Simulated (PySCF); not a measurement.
# Computed properties of C2H3ClFNSi, SMILES C#C[Si@@](N)(F)Cl

C₂H₃ClFNSi, SMILES C#C[Si@@](N)(F)Cl. Geometry: B3LYP-D3(BJ)/def2-SVP. The structure was generated by enumeration; whether it is a known compound was not checked. One conformer was computed; it need not be the lowest. All values are computed for the isolated molecule unless a solvent is named; none is compared with measurement here.

**Structure.** All 21 harmonic modes at B3LYP-D3(BJ)/def2-SVP (PySCF) are real, so it is a minimum. With heavy atoms numbered as in [CH:1]#[C:2][Si@@:3]([NH2:4])([F:5])[Cl:6], the shortest bond between them is C1–C2 at 1.216 Å and the longest Si3–Cl6 at 2.059 Å.

**Vibrations.** The strongest infrared lines (harmonic, unscaled, degenerate partners summed) lie at 824 cm⁻¹ (195 km/mol, H 57 %, Si 20 %, N 17 %), 866 cm⁻¹ (185 km/mol, Si 39 %, F 33 %, N 18 %), 958 cm⁻¹ (166 km/mol, Si 48 %, N 28 %, F 17 %). The softest mode is at 111 cm⁻¹ and the zero-point energy is 31.5 kcal/mol.

**Electronic structure.** r2SCAN/def2-TZVP (PySCF) places the frontier levels at -7.08 and -1.34 eV, a gap of 5.74 eV, and gives a dipole moment of 2.73 D and a mean polarisability of 61.4 bohr³. PBE/def2-TZVP (PySCF) at the same geometry gives -6.76 and -1.56 eV, so its gap is 0.54 eV narrower. An orbital gap is neither the optical nor the fundamental gap.

**Excitations.** TDA-PBE0/def2-SVPD (PySCF) has S1 at 5.93 eV (209 nm, f = 0.000, dark); the most intense of the 10 singlets computed lies at 7.02 eV (f = 0.07). T1 (TDA) is at 4.77 eV, 1.16 eV under S1. TDA-PBE/def2-SVPD (PySCF) puts S1 at 5.27 eV. No vertical singlet excitation falls in the visible range (under 3.1 eV).

**NMR.** GIAO shifts at B3LYP/pcSseg-1 (PySCF) (non-relativistic, atoms alike by connectivity averaged): ¹³C from 83.6 to 100.4 ppm against TMS; ¹H from 1.8 to 2.5 ppm against TMS; ²⁹Si at -43.9 ppm against TMS; ¹⁹F at -109.2 ppm against CFCl3. Without spin–orbit terms, shifts of atoms bonded to Cl or Br come out too high.
